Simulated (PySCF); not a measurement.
Compound: C6H5NOS.
Atom-mapped SMILES: `[CH2:1]=[N:2][c:3]1[cH:4][s:5][cH:6][cH:7][c:8]1=[O:9]` (hydrogens: H10, H11 on C1; H12 on C4; H13 on C6; H14 on C7)

Structure used (GFN2-xTB), in Å, numbered top down from 1:
```
atom  x, y, z in Å
C1     2.6492    0.3012   -0.2734
N2     1.7388   -0.4767   -0.6562
C3     0.4489   -0.4538   -0.1974
C4    -0.1760   -1.6117    0.1195
S5    -1.8345   -1.7777    0.5468
C6    -2.3976   -0.1619    0.4022
C7    -1.6401    0.8949    0.0684
C8    -0.2152    0.8735   -0.2026
O9     0.4273    1.8938   -0.4085
H10    3.5789    0.2905   -0.8252
H11    2.5919    0.9556    0.5949
H12    0.3706   -2.5407    0.1543
H13   -3.4492   -0.0636    0.6237
H14   -2.0937    1.8762    0.0312
```

Mulliken charges (e) from the PBE0/pcSseg-1 density (PySCF), one withheld:

| atom | bonded to | charge |
| --- | --- | --- |
| C1 | N2 H10 H11 | +0.0679 |
| N2 | C1 C3 | -0.4057 |
| C3 | N2 C4 C8 | +0.0264 |
| C4 | C3 S5 H12 | -0.2363 |
| S5 | C4 C6 | ? |
| C6 | S5 C7 H13 | -0.2322 |
| C7 | C6 C8 H14 | -0.0928 |
| C8 | C7 O9 C3 | +0.3063 |
| O9 | C8 | -0.4067 |
| H10 | C1 | +0.1226 |
| H11 | C1 | +0.1151 |
| H12 | C4 | +0.1460 |
| H13 | C6 | +0.1565 |
| H14 | C7 | +0.1188 |

Problem. What is the charge on S5?

Solution. The charges add up to the total charge, 0. The others sum to -0.3141, which leaves +0.3141 e for S5 (ring sulfur).

Problem. Add each hydrogen's charge to the atom that carries it.

Solution. C1 +0.3056, C4 -0.0903, C6 -0.0757, C7 +0.0260. Atoms without hydrogen keep their charges.

Problem. Across which bond do the charges differ most?

Solution. C8–O9: +0.3063 on C8 against -0.4067 on O9, a difference of 0.7130 e. The lower charge is on the more electronegative element of the two (Pauling values: O 3.44, C 2.55).

Problem. Take the bonds between elements whose Pauling electronegativities differ by more than 0.25. In how many does the more electronegative atom carry the lower charge?

Solution. In 8 of 8.

Problem. How much positive and how much negative charge does this set hold in all?

Solution. +1.3737 e on 9 atoms and -1.3737 e on 5.

The Mulliken scheme counts on each atom the diagonal of the density matrix times the overlap matrix over that atom's basis functions. Isolated species at its GFN2-xTB geometry (one conformer only).
